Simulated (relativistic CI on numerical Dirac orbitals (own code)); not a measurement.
# Gd L: sensitivity of the levels to the model

Base calculation: Dirac-Coulomb-Breit CI, orbitals from a KLI potential per configuration, model QED, unscaled Slater integrals.

Configuration list (outside the closed core [Ne]): 3s²3p³, 3s3p⁴, 3s²3p²3d, 3p⁵, 3s3p³3d, 3p⁴3d, 3s3p²3d², 3s²3p3d4p, 3p⁴4s, 3s3p²3d4s, 3p⁴4p, 3s²3p²4s, 3s²3p²4p, 3p³3d4p, 3s²3p²4d, 3s3p³4s, 3s²3p²4f, 3s3p³4p, 3s3p³4d, 3s3p³4f, 3s²3p²5s, 3s²3p²5p, 3s²3p4s4p, 3s²3p²5d, 3s²3p²5f, 3s²3p²5g, 3s3p²4s², 3s3p³5s, 3s²3p3d², 3s²3d³, 3s3p3d³, 3s²3d²4s, 3s²3d²4p, 3s²3d²4d, 3p³3d², 3p²3d³, 3p²3d²4s, 3p²3d²4p, 3p²3d²4d, 3s²3p3d4s, 3s3p3d²4s, 3s²3d4s², 3s²3d4s4p, 3s²3d4s4d, 3s3p²3d4p, 3s3p3d²4p, 3s3p3d4s4p, 3s3p3d4p², 3s3p3d4p4d, 3p³3d4s, 3p²3d4s², 3p²3d4s4p, 3p²3d4s4d, 3s²3p4s², 3s3p3d4s², 3s²4s²4p, 3s²4s²4d, 3s²3p4p², 3s²3d4p², 3s²4s4p², 3s²4p³, 3s²4p²4d, 3s3p²4s4p, 3s3p4s²4p, 3s3p4s4p², 3s3p4s4p4d. Double excitations out of closed p, d and f shells are left out; levels of such configurations are missing from the list, as are those of other unlisted configurations, and high levels can miss mixing partners. These lack a partner that the ground configuration has and come out too high: 3s²3p²4f, 3s3p³4d, 3s3p³4f, 3s²3p²5s, 3s²3p²5p.

Variants: (1) one mean potential for all configurations. Shifts of the energy above 3s²3p³ ²P°3/2, in eV, for the lowest level and the first level of each name with at least 55 % of one term (blank where a level changes its place among those of its configuration and J or its character, or is not in the variant):

```json
{"Level": "3s²3p³ ²P°3/2", "Base": "0.000", "Δ(1)": "0.000"}
{"Level": "3s²3p³ ²D°5/2", "Base": "176.675", "Δ(1)": "+0.008"}
{"Level": "3s²3p³ ²P°1/2", "Base": "189.548", "Δ(1)": "+0.009"}
{"Level": "3s3p⁴ ⁴P5/2", "Base": "306.163", "Δ(1)": "+0.099"}
{"Level": "3s²3p²3d ⁴D1/2", "Base": "357.811", "Δ(1)": "-0.071"}
{"Level": "3s²3p²3d ²G9/2", "Base": "407.740", "Δ(1)": "-0.075"}
{"Level": "3s3p⁴ ⁴P3/2", "Base": "484.957", "Δ(1)": "+0.090"}
{"Level": "3s3p⁴ ²D5/2", "Base": "498.823", "Δ(1)": "+0.089"}
{"Level": "3s²3p²3d ⁴F9/2", "Base": "579.024", "Δ(1)": "-0.071"}
{"Level": "3s²3p3d² ⁴G°7/2", "Base": "600.013", "Δ(1)": "-0.064"}
```

At this charge energies of transitions that change n are usually good to better than 1 %, and those within a shell (Δn = 0) to a few per cent.

Ionisation energy from the two ground configurations alone: base 4293.91 eV. The NIST ASD value (theoretical) is 4294 eV.

LS names give the leading component of a level, which can be under half, so a name can repeat, a term be missing and a line seem to break the LS rules.
